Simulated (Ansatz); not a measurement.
Job for Ansatz (a quantum-chemistry and plane-wave program): R-B3LYP/def2-TZVPPD on CH6GeO (a complex). Files ending in .json are basis or fitting sets from the Basis Set Exchange.

Ansatz 0.2 input:
```yaml
crystal:
  periodic: [false, false, false]
  atoms:
    - {symbol: C, position_ang: [0.49125447, -0.57724568, 0.39054414]}
    - {symbol: O, position_ang: [0.43459162, 0.47642369, 0.96143741]}
    - {symbol: H, position_ang: [0.72649524, -0.64477595, -0.68852333]}
    - {symbol: H, position_ang: [0.31122916, -1.53524066, 0.91435498]}
    - {symbol: Ge, position_ang: [-0.26466513, 0.02817324, 4.11481828]}
    - {symbol: H, position_ang: [-0.59783964, -0.29898185, 5.58303959]}
    - {symbol: H, position_ang: [-0.24662593, -1.29246968, 3.32676341]}
    - {symbol: H, position_ang: [1.11450060, 0.69451575, 4.05089943]}
    - {symbol: H, position_ang: [-1.34320281, 0.96042205, 3.55155316]}
basis:
  gaussian:
    orbitals: def2-TZVPPD.json
hamiltonian:
  xc: {name: B3LYP}
scf: {lower_state_search: off}
```

The log:

```
WARN ansatz: RAYON_NUM_THREADS=1 ignored (pool sized by the plan → 1); use --threads N
Functional definition: B3LYP
these checks for a lower state are left out or cut short: stability, starts, cluster_reference, orbital_swaps, neighbouring_geometries, increment
integrals: 0.14 GiB planned
1126 factors; their error is unknown
mean field: 1.23 GiB planned
mean field evaluation 1: about -59697.8821 eV, gradient 4.7e1 eV
mean field evaluation 2: about -59689.5499 eV, gradient 8.2e1 eV
mean field evaluation 4: about -59701.5655 eV, gradient 3.3e0 eV
mean field evaluation 8: about -59701.7639 eV, gradient 4.3e-1 eV
mean field evaluation 16: about -59701.7642 eV, gradient 1.4e-6 eV
mean field -59701.76416301 eV, -2193.9993656813 hartree, gradient 7.2e-6 eV, S^2 0.000000; 0 other end points of the search recorded, 0 dependent functions left out
reference -59701.76444919 eV, -2193.9993761983 hartree; 26, 26 occupied and 207, 207 virtual orbitals, 1126 factors
Total energy: -59701.76444919 eV, -2193.9993761983 hartree
Checks for a lower state left out: stability, starts, cluster_reference, orbital_swaps, neighbouring_geometries, increment
```

The calculation finished and met its thresholds.

Cost: about 5 core-seconds (a rough figure).
